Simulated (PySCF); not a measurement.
Compound: C5H15OPSi.
Structure used (GFN2-xTB), in Å, numbered top down from 1:
```
atom  x, y, z in Å
C1     2.9758    1.0274    0.0416
O2     1.5827    1.0210    0.1271
Si3    0.6617   -0.2127    0.6494
P4     1.5227   -2.1206   -0.1804
C5    -1.0670    0.1141   -0.0930
C6    -2.0474   -0.9290    0.4338
C7    -0.9992    0.0117   -1.6163
C8    -1.5524    1.5064    0.3007
H9     3.2739    1.8758   -0.5741
H10    3.3364    0.1012   -0.4158
H11    3.4205    1.1248    1.0346
H12    0.6326   -0.2092    2.1249
H13    0.6420   -2.9660    0.4628
H14    2.4715   -2.2609    0.8167
H15   -1.7310   -1.9319    0.1514
H16   -3.0426   -0.7599    0.0239
H17   -2.1151   -0.8845    1.5184
H18   -0.3231    0.7625   -2.0191
H19   -1.9855    0.1650   -2.0545
H20   -0.6393   -0.9723   -1.9192
H21   -1.6493    1.5884    1.3808
H22   -2.5243    1.7134   -0.1473
H23   -0.8482    2.2621   -0.0364
```

IAO charges (e) from the PBE0/pcSseg-1 density (PySCF), one withheld:

```csv
atom,bonded to,charge
C1,O2 H9 H10 H11,-0.1944
O2,C1 Si3,?
Si3,O2 P4 C5 H12,+0.9555
P4,Si3 H13 H14,-0.1537
C5,Si3 C6 C7 C8,-0.2047
C6,C5 H15 H16 H17,-0.4127
C7,C5 H18 H19 H20,-0.4118
C8,C5 H21 H22 H23,-0.4133
H9,C1,+0.1557
H10,C1,+0.1236
H11,C1,+0.1310
H12,Si3,-0.1570
H13,P4,+0.0019
H14,P4,-0.0016
H15,C6,+0.1291
H16,C6,+0.1358
H17,C6,+0.1345
H18,C7,+0.1423
H19,C7,+0.1330
H20,C7,+0.1320
H21,C8,+0.1336
H22,C8,+0.1326
H23,C8,+0.1450
```

(1) What is the charge on O2?

(2) Add each hydrogen's charge to the atom that carries it.

(3) Across which bond do the charges differ most?

(4) Take the bonds between elements whose Pauling electronegativities differ by more than 0.25. In how many does the more electronegative atom carry the lower charge?

(5) How much positive and how much negative charge does this set hold in all?

Answers

(1) The charges add up to the total charge, 0. The others sum to +0.6364, which leaves -0.6364 e for O2 (silyl ether oxygen); the computed value is -0.6365, the difference coming from rounding.

(2) C1 +0.2159, Si3 +0.7985, P4 -0.1534, C6 -0.0133, C7 -0.0045, C8 -0.0021. Atoms without hydrogen keep their charges.

(3) Si3–O2: +0.9555 on Si3 against -0.6365 on O2, a difference of 1.5920 e. The lower charge is on the more electronegative element of the two (Pauling values: O 3.44, Si 1.90).

(4) In 17 of 17.

(5) +2.5856 e on 14 atoms and -2.5857 e on 9.

The IAO scheme counts the electrons in orthogonalised intrinsic atomic orbitals, a minimal basis polarised so that it spans the occupied orbitals exactly. One conformer (not necessarily the lowest) at the GFN2-xTB geometry, without solvent, vibrations or thermal averaging.
